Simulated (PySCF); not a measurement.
A calculated (UHF, PySCF 2.14, def2-TZVP, no relativity, point nucleus) atom or ion has these occupied shells.

| shell | electrons | orbital energy (eV) | rms radius, mean of both spins (bohr) |
| --- | --- | --- | --- |
| 1s | 2 | -8955.6 | 0.0612 |
| 2s | 2 | -1119.3 | 0.258 |
| 2p | 6 | -977.79 | 0.230 |
| 3s | 2 | -144.99 | 0.777 |
| 3p | 6 | -99.191 | 0.824 |
| 3d | 10 | -22.084 | 1.13 |

(1) Name the element and its charge.

Answers

(1) Cu⁺ (copper, charge +1), in [Ar] 3d10, closed-shell 1S.
